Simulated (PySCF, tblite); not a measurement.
`C#CC/P=P/C(C)(C)C`. Structure optimised with GFN2-xTB, isolated species.

```
atom  x, y, z in Å
C1     4.7555   -0.0597   -0.0688
C2     3.8681   -0.4156    0.6522
C3     2.7589   -0.8028    1.4876
P4     1.2917    0.3276    1.1302
P5     0.1198   -1.0227    0.1714
C6    -1.3885    0.0439   -0.2605
C7    -0.9838    1.1355   -1.2502
C8    -1.9927    0.6651    0.9972
C9    -2.4121   -0.8878   -0.9133
H10    5.5538    0.2286   -0.6845
H11    2.4954   -1.8477    1.3045
H12    3.0335   -0.6784    2.5399
H13   -0.2822    1.8308   -0.7911
H14   -0.5122    0.7022   -2.1317
H15   -1.8632    1.6928   -1.5716
H16   -2.2306   -0.1033    1.7318
H17   -1.3009    1.3737    1.4498
H18   -2.9116    1.1937    0.7458
H19   -2.7089   -1.6766   -0.2237
H20   -1.9961   -1.3521   -1.8061
H21   -3.3028   -0.3303   -1.2000
```

Where is the centre of mass (commonest isotopes), and what is the radius of gyration?

Mass 158.041 u; centre at (0.588, -0.154, 0.300) Å; Rg = √(Σ m r²/M) = 2.512 Å. As Ia + Ib + Ic = 2 Σ m r², the three principal moments sum to 1994.9 u·Å².

Work out the bond lengths C1≡C2, C3–P4, C3–H11, P5–C6, C6–C8, C6–C9, C8–H18, C9–H20 in Å.

For C1≡C2 the difference vector is (-0.8874, -0.3559, 0.7210) Å, of length 1.1975 Å. C1≡C2 1.197; C3–P4 1.886; C3–H11 1.093; P5–C6 1.897; C6–C8 1.527; C6–C9 1.530; C8–H18 1.089; C9–H20 1.089 Å.

What is the repulsion energy of the bare nuclei, Σ ZA·ZB/RAB?

581.30 Eh over 210 pairs, with full nuclear charges and distances in bohr; the largest single term is 58.69 Eh (P4 with P5).

What are the angles P4–C3–H12, C2–C3–H12, C3–P4–P5, P5–C6–C9, H17–C8–H18, H19–C9–H21, C6–C9–H20?

From the scalar product of the two bond vectors; for P4–C3–H12 it is -0.6384 Å² over 1.8863 × 1.0946 Å², cos θ = -0.3092. P4–C3–H12 108.0°; C2–C3–H12 109.5°; C3–P4–P5 98.0°; P5–C6–C9 106.7°; H17–C8–H18 108.4°; H19–C9–H21 108.3°; C6–C9–H20 110.7°.

Give the dihedral angles P5–C6–C8–H17, C3–P4–P5–C6, C2–C3–P4–P5.

P5–C6–C8–H17 66° (synclinal); C3–P4–P5–C6 -179° (antiperiplanar); C2–C3–P4–P5 109° (anticlinal). Dihedral signs follow IUPAC: positive where, seen along the central bond, the front bond turns clockwise onto the rear one.

How far apart are these pairs, which share no bond: P5···H21, C7···C9, C9···H13, H10···H16?

P5···H21 3.752 Å (3 bonds apart); C7···C9 2.499 Å (2 bonds apart); C9···H13 3.456 Å (3 bonds apart); H10···H16 8.158 Å (8 bonds apart).

Write the matrix of distances between heavy atoms (Å, lower triangle).

```
C1    0.000
C2    1.197  0.000
C3    2.638  1.442  0.000
P4    3.686  2.724  1.886  0.000
P5    4.741  3.827  2.957  2.029  0.000
C6    6.148  5.355  4.580  3.033  1.897  0.000
C7    5.980  5.437  5.026  3.391  2.810  1.528  0.000
C8    6.870  5.970  4.997  3.304  2.827  1.527  2.508  0.000
C9    7.265  6.490  5.702  4.401  2.758  1.530  2.499  2.497  0.000
```

Its GFN2-xTB frequencies are all real (lowest 18 cm⁻¹). The numbers are those of one conformer. 3 starts were optimised and ended at 0.00, 0.28 and 0.85 kcal/mol (GFN2-xTB); the lowest of these is shown.

The numbers are calculated, not measured.
